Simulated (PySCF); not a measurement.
This PySCF input asks for the NMR shieldings of SMILES [C@@H]1(SC)[BH2-][N+](C)(C)CC1, C₆H₁₆BNS; the geometry comes from GFN2-xTB.

```python
import basis_set_exchange as bse
import numpy as np
from pyscf import gto, dft
from pyscf.prop import nmr

atoms = """
C     3.358376    1.453609    0.721362
S     1.706970    1.719564    0.007678
C     1.162065   -0.019301   -0.205888
B    -0.166925   -0.172313   -1.153806
N    -1.312967   -0.331528    0.005054
C    -1.651044    0.974789    0.566665
C    -2.528368   -0.969807   -0.485508
C    -0.639751   -1.164923    1.009115
C     0.786443   -0.632603    1.154842
H     3.276337    0.941859    1.676959
H     3.805363    2.431882    0.863018
H     3.956008    0.868018    0.027211
H     2.031932   -0.517613   -0.634108
H    -0.429466    0.767321   -1.825908
H    -0.143303   -1.201562   -1.754621
H    -2.142840    1.575308   -0.194854
H    -2.316135    0.868388    1.428052
H    -0.743886    1.494201    0.862848
H    -2.964851   -0.353240   -1.268538
H    -2.287962   -1.941315   -0.911868
H    -3.257104   -1.099209    0.319752
H    -1.191375   -1.163866    1.955842
H    -0.608164   -2.184936    0.622317
H     1.460322   -1.441850    1.440222
H     0.829389    0.123271    1.942199
"""
names = dict.fromkeys(["C", "S", "B", "N", "H"], "pcSseg-1")
basis = {el: gto.basis.parse(bse.get_basis(n, elements=[el], fmt="nwchem")) for el, n in names.items()}
mol = gto.M(atom=atoms, basis=basis, charge=0, verbose=0)
mf = dft.RKS(mol, xc="PBE0")
mf.grids.level = 2
mf.grids.alignment = dft.numint.BLKSIZE   # the property module wants whole blocks of grid points
mf.conv_tol = 1e-9
mf.kernel()

calc = nmr.RKS(mf)   # GIAO
C = mf.mo_coeff
Co = C[:, mf.mo_occ > 0]
resp = mf.gen_response(singlet=True, hermi=2)
def vind(x):   # induced exchange potential for any number of trial vectors
    d = np.einsum("pi,xij,qj->xpq", C, 2 * x.reshape(-1, C.shape[1], Co.shape[1]), Co, optimize=True)
    return np.einsum("xpq,pi,qj->xij", resp(d - d.transpose(0, 2, 1)), C, Co, optimize=True).ravel()
mo1, _ = nmr.rhf.solve_mo1(calc, with_cphf=vind)
sigma = calc.kernel(mo1)
for i, s in enumerate(sigma):   # ppm
    w = np.linalg.eigvalsh((s + s.T) / 2)
    print("%2d %-2s iso %8.1f  s11 %8.1f  s22 %8.1f  s33 %8.1f" % (i, mol.atom_pure_symbol(i), w.mean(), *w))
```

Problem. What are the results?

Solution. 
```
 0 C  iso    163.0  s11    140.5  s22    162.5  s33    186.0
 1 S  iso    459.5  s11    283.3  s22    411.6  s33    683.6
 2 C  iso    145.0  s11    129.3  s22    146.1  s33    159.5
 3 B  iso    108.5  s11     87.8  s22    101.4  s33    136.3
 4 N  iso    200.5  s11    179.9  s22    197.1  s33    224.6
 5 C  iso    136.1  s11    103.8  s22    122.8  s33    181.5
 6 C  iso    135.0  s11    100.9  s22    119.2  s33    185.1
 7 C  iso    120.5  s11     80.0  s22    114.6  s33    167.1
 8 C  iso    145.4  s11    112.7  s22    144.0  s33    179.6
 9 H  iso     29.4  s11     23.9  s22     28.8  s33     35.6
10 H  iso     29.8  s11     24.6  s22     26.5  s33     38.4
11 H  iso     29.7  s11     25.0  s22     27.4  s33     36.7
12 H  iso     29.4  s11     24.4  s22     29.3  s33     34.6
13 H  iso     29.5  s11     25.2  s22     30.4  s33     33.0
14 H  iso     29.3  s11     24.6  s22     30.3  s33     33.1
15 H  iso     29.2  s11     25.9  s22     26.4  s33     35.4
16 H  iso     29.9  s11     26.1  s22     27.0  s33     36.6
17 H  iso     27.5  s11     20.9  s22     29.0  s33     32.7
18 H  iso     28.9  s11     24.7  s22     26.1  s33     35.8
19 H  iso     29.1  s11     24.7  s22     26.7  s33     35.9
20 H  iso     29.3  s11     25.4  s22     26.3  s33     36.3
21 H  iso     29.1  s11     24.5  s22     28.0  s33     34.8
22 H  iso     28.8  s11     23.4  s22     28.6  s33     34.5
23 H  iso     28.9  s11     24.0  s22     27.9  s33     34.8
24 H  iso     29.5  s11     25.0  s22     30.0  s33     33.6
```

These numbers come from an equivalent density-fitted implementation of the same equations, which agrees with the script to about 0.01 ppm for H and up to a few tenths of a ppm for heavy atoms, so last digits may differ.

Size and cost of the density-fitted run: 240 basis functions, 3.2 min wall time on 1 thread of an Intel Xeon, shared host; peak memory 1.1 GiB.
